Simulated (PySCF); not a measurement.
**Two-dimensional NMR puzzle**

Compound of formula C$_{6}$H$_{10}$F$_{2}$OSi. Correlations simulated from computed shifts and the bond graph:

HSQC (one-bond C–H):
```csv
δH,δC
6.31,127.8
4.87,108.3
4.37,108.3
2.31,25.1
1.62,12.0
1.37,12.0
```

COSY cross peaks (H two or three bonds apart, from the bond graph; peaks can be absent where the dihedral angle is near 90°):
```csv
δH,δH
4.87,4.37
3.48,2.64
3.48,1.62
3.48,1.37
2.64,1.62
2.64,1.37
1.62,1.37
```

HMBC (two and three bonds, from the bond graph):
```csv
δH,δC
6.31,71.7
4.87,"156.7, 71.7, 25.1"
4.37,"156.7, 71.7, 25.1"
3.48,"156.7, 71.7, 12.0"
2.64,"156.7, 71.7, 12.0"
2.31,"156.7, 108.3, 71.7"
1.62,"156.7, 71.7"
1.37,"156.7, 71.7"
```

Carbons without hydrogens: δ 156.7, 71.7.

[PySCF 2.14.0 with density-fitted response routines: coordinates at the GFN2-xTB level; shielding tensors at PBE0/pcSseg-1 (GIAO); one conformer; no solvent model; relativity neglected; one averaged value for each set of equivalent atoms]

δ = σ(ref) − σ, references computed at the same level: TMS for 1H (31.72 ppm), 13C (186.93 ppm).

Exchangeable hydrogens are left out of these lists.

Question: Assemble the structure.

Answer: `C=C(C)[C@]1(OC(F)F)C[SiH2]1`.

Structure with atom numbers: `[CH2:1]=[C:2]([CH3:3])[C@:4]1([O:5][CH:6]([F:7])[F:8])[CH2:9][SiH2:10]1`; H(Xn) means a hydrogen on atom n. Ha(C1) is cis to C3; Ha(C9), Ha(Si10) are pro-R; Hb(C9), Hb(Si10) are pro-S; Hb(C1) is trans to C3.

1. δC 156.7 is C2, a fully substituted alkene carbon.
2. δC 127.8 is C6, an sp3 CH bonded to 2 F and O (δH 6.31).
3. δC 108.3 is C1, a terminal =CH2 carbon (δH 4.37, 4.87).
4. δC 71.7 is C4, a three-membered-ring carbon.
5. δC 25.1 is C3, an allylic methyl carbon (δH 2.31).
6. δC 12.0 is C9, a three-membered-ring carbon (δH 1.62, 1.37).
7. HMBC from δH 6.31 reaches the proton-free carbon C4.
8. HMBC from δH 4.87 reaches the proton-free carbons C2, C4.
9. HMBC from δH 4.37 reaches the proton-free carbons C2, C4.
10. HMBC from δH 3.48 reaches the proton-free carbons C2, C4.
11. COSY links 4.87–4.37, 3.48–2.64, 3.48–1.62, 3.48–1.37, 2.64–1.62, 2.64–1.37.

The data come from this structure; uniqueness wasn't tested.

Shifts are as computed. Against solution values, carbons near 30 ppm lie about +3 ppm off and those near 130 ppm about +5 ppm. Of 1309 compounds with measured shifts, 239 miss one by over three times the rms of a fit or turn the order of signals round; such compounds aren't used in these exercises.
